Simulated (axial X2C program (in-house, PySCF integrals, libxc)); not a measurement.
## Potential curves of WSi⁺, two-component

All values were computed with an axial X2C code built on PySCF integrals. Two-component (2c) means X2C with spin–orbit coupling and atomic mean-field two-electron Coulomb and Gaunt terms. Basis: W dyall-cv3z [13s14p9d7f4g], Si dyall-v3z [8s7p2d1f] (cores contracted in-house); Gaussian nuclei, density fitting, unrestricted open shells. Masses: W 183.951 u, Si 27.977 u.

State: Ω = 5/2 (⟨Sz⟩ = 2.45, ⟨Lz⟩ = 0.05 at PBEsol). Energies in eV from the lowest point of each curve. Fits are polynomials in 1 − R0/R over 0.85 to 1.23 times the lowest point R0.

| R (Å) | PBEsol |
| --- | --- |
| 2.1028 | 0.9205 |
| 2.1995 | 0.3882 |
| 2.2720 | 0.1578 |
| 2.3445 | 0.0366 |
| 2.4170 | 0.0000 |
| 2.5016 | 0.0385 |
| 2.5862 | 0.1396 |
| 2.6950 | 0.3326 |
| 2.8279 | 0.6240 |
| 3.0212 | 1.0897 |

One determinant describes the state; a PBE0 search over occupations chose it and may have missed a lower one. Density functionals use the spin component along the axis (collinear). With several unpaired electrons one determinant need not be a pure state. This is the top spin component of a Σ state; components of lower Ω are not single determinants and can lie lower.

(1) What are Re and ωe at the PBEsol level?

Results:

(1) At PBEsol, 2c: Re = 2.418 Å, ωe ≈ 370 cm⁻¹; Be follows as 0.119 cm⁻¹.
